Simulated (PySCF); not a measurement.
**Correlation energy of O+ (oxygen, charge +1)**

[He] 2s2 2p3, high-spin 4S determinant. Computed with PySCF 2.14 in aug-cc-pVTZ-DK, with scalar relativity by spin-free X2C-1e. Frozen: 1s2; 5 electrons correlated.

```csv
level,correlation energy (mhartree)
CCSD,-113.43
(T),-1.67
CCSD(T),-115.10
```

Diagnostics: T1 = 0.0041, D1 = 0.0089, largest double amplitude 0.030.

Cost of the coupled-cluster step: of the order of 1.3 core-seconds, for 5 correlated electrons.
